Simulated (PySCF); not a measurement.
**C6H15PSi: core ionisation energies**

C₆H₁₅PSi.
Atom-mapped SMILES: `[CH2:1]=[C:2]([CH3:3])[P:4]([CH2:5][CH3:6])[CH2:7][SiH3:8]`

Method: PySCF 2.14.0, delta-SCF UKS SCAN, pcX-2 on the ionised atom, pcseg-1 elsewhere, spin-free X2C. Vertical ΔSCF values, vacuum level as zero.

What binding energy does each computed site have?

```tsv
atom(s)	bonded to	level	binding energy (eV)	2p1/2 (eV)	above the level's lowest (eV)	count
Si8	C and 3 H	Si 2p3/2	106.49	107.11	0.00	1
P4	3 C	P 2p3/2	135.70	136.60	0.00	1
C1	C (double bond) and 2 H	C 1s	289.85	–	0.00	1
C7	2 H, P and Si	C 1s	289.87	–	+0.02	1
C2	C (double bond), C and P	C 1s	290.16	–	+0.31	1
C5	C, 2 H and P	C 1s	290.17	–	+0.32	1
C6	C and 3 H	C 1s	290.47	–	+0.62	1
C3	C and 3 H	C 1s	290.68	–	+0.83	1
Si8	C and 3 H	Si 1s	1846.24	–	0.00	1
P4	3 C	P 1s	2149.30	–	0.00	1
```

The listed C 1s values span 0.83 eV, from C1 (bonded to C (double bond) and 2 H) to C3 (bonded to C and 3 H). The widest gap between neighbouring values is 0.30 eV, between 290.17 and 290.47 eV. Summing the Pauling electronegativity differences to the bonded atoms, each weighted by its formal bond order, gives -0.70 for the lowest site and -1.05 for the highest; the largest sum, -0.36, belongs to C2, 0.52 eV below the top. The smallest sum, -1.71, belongs to C7, 0.02 eV above the lowest. The values 289.85 and 289.87 eV; the values 290.16 and 290.17 eV lie too close for their order to be trusted.

Which effective nuclear charge Zeff reproduces each element's mean 1s value in the hydrogen-like formula E = 13.606 eV × Zeff²?

C (Z = 6): mean 290.2 eV, Zeff = 4.62, Z − Zeff = 1.38; Si (Z = 14): mean 1846.2 eV, Zeff = 11.65, Z − Zeff = 2.35; P (Z = 15): mean 2149.3 eV, Zeff = 12.57, Z − Zeff = 2.43. Means run over the listed sites, weighted by atom count.

Spin–orbit coupling isn't in the SCF: each 2p doublet comes from a relaxed spin-free hole plus a matrix of the shell (mean-field spin–orbit coupling and the ground-state 2p splitting), with 2p3/2 averaged over its two sublevels. 2p1/2 minus 2p3/2 (ligand field included): P 0.90 eV, Si 0.62 eV. One conformer (not necessarily the lowest) at the PBE0-D3(BJ)/def2-SVP geometry, without solvent, vibrations or thermal averaging.

Conformer computed: `[CH2:1]=[C:2]([CH3:3])[P:4]([CH2:5][CH3:6])[CH2:7][SiH3:8]`: C1–C2–P4–C5 -122°, C2–P4–C5–C6 68°, C2–P4–C7–Si8 -176°.
